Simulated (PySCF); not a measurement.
## Correlation energy of C(4+) (carbon, charge +4)

Starting occupation: 1s2. All numbers are calculated (PySCF 2.14, X2C-1e with screened-nucleus spin-orbit coupling, Gaussian nucleus, in an even-tempered Gaussian basis (17 s from 0.092 bohr⁻², ratio 2.6; 10 p from 0.12 bohr⁻², ratio 2.6; 7 d from 0.12 bohr⁻², ratio 2.8; 3 f from 8.8 bohr⁻², ratio 2.8)). Frozen: nothing; 2 electrons correlated; the 28 highest virtual spinors left out.

Total MP2 correlation energy: -42.27 mhartree.

With two correlated electrons CCSD is exact within the correlated space (frozen core and kept virtual orbitals).

The virtual space was cut to 52 spinors, which keep -39.81 of the -42.27 mhartree of MP2 correlation.

```csv
level,correlation energy (mhartree)
CCSD,-42.06
```

Diagnostics: T1 = 7.0e-05, largest double amplitude 0.012.

Cost of the coupled-cluster step: about 6 core-seconds, for 2 occupied and 52 virtual spinors.

The coupled-cluster values are those of the cut space; adding the MP2 remainder, -2.46 mhartree, estimates the full space.
